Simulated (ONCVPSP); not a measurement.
**phosphorus: excitation energies, all-electron against ONCV**

| Item | Value |
| --- | --- |
| Element | phosphorus (P) |
| Generator | ONCVPSP 4.0.1 |
| Type | optimised norm-conserving Vanderbilt (ONCV) |
| Functional | PBE |
| Relativity | scalar-relativistic |
| Frozen core | [Ne] |
| Valence charge | 5 |
| Reference configuration | 3s2 3p3 |
| Partial waves | 3s: rc 1.40 bohr, ncon 3, nbas 6, qcut 5.6 1/bohr, 3 projectors, debl 3.4 Ha; 3p: rc 1.45 bohr, ncon 4, nbas 8, qcut 6.6 1/bohr, 3 projectors, debl 0.3 Ha; d scattering state at 0.26 Ha: rc 1.50 bohr, ncon 3, nbas 6, qcut 6.6 1/bohr, 1 projector |
| Local potential | polynomial inside 1.20 bohr (lpopt 5, dvloc0 6 Ha) |
| Core correction | none |

Energies are relative to the spin-unpolarised reference configuration 3s2 3p3; without spin polarisation the order of configurations can differ from experiment.

| valence configuration | charge | ΔE all-electron (eV) | error AE − PS (meV) |
| --- | --- | --- | --- |
| 3s2 3p1 | +2 | 28.877 | +0.1 |
| 3s2 3p0 | +3 | 58.616 | +21 |
| 3s2 3p2.5 | +0.5 | 3.775 | -0.3 |

Problem. What are ΔE and the potential's error for 3s2 3p2?

Solution. ΔE = 9.730 eV all-electron; the error (AE − PS) is -1.0 meV.

Levels in the configuration 3s2 3p1:

```tsv
level	all-electron (eV)	pseudo (eV)
3s	-33.956	-33.942
3p	-24.275	-24.268
```

Note: ghosts flagged at negative energy: s at -110.2 eV, p at -112.3 eV; GHOST(+) flags only above 600 eV. A true bound ghost makes a file unfit for plane-wave use.
